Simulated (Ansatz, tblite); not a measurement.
Cost and result up the ladder for Ge₃Te₃ (6 atoms). The state is a singlet with charge 0. Geometry: r2SCAN-D4/def2-SVP.

| atom | x (Å) | y (Å) | z (Å) |
| --- | --- | --- | --- |
| Ge1 | -1.352 | 0.521 | 0.601 |
| Ge2 | -0.183 | -2.097 | -1.420 |
| Ge3 | 1.799 | 1.786 | -0.275 |
| Te4 | -1.029 | -2.118 | 0.967 |
| Te5 | 0.786 | 1.333 | 2.004 |
| Te6 | -0.021 | 0.574 | -1.877 |

Ansatz on 4 threads of Intel Xeon on a shared host; xTB runs through tblite on one thread. Times are rough, summed over both states, and most runs start from the orbitals of an earlier one. PBE0-D4/def2-SVP serves as the yardstick here, not as an exact answer. The other state is a doublet.

In the def2 sets Te takes a core potential; there is no spin–orbit coupling. The xTB rows come from tblite. HOMO above LUMO, or a gap near zero within one spin, warns that the state may not be the lowest or that an electron is smeared out. Another isomer (singlet) lies 0.08 eV lower at PBE0-D4/def2-TZVP; other spin states weren't run for this one.

Raw xTB energies of ions are shifted by several eV.

```csv
level,functions,wall time,vertical IE (eV),difference from PBE0-D4/def2-SVP (eV),remarks
GFN1-xTB,54,0.029 s,11.29,3.61,–
GFN2-xTB,54,0.046 s,11.37,3.69,–
PBE-D4/def2-SVP,174,12 s,7.54,-0.14,gap within one spin near zero (+1 doublet)
PBE0-D4/def2-SVP,174,23 s,7.68,0.00,–
```
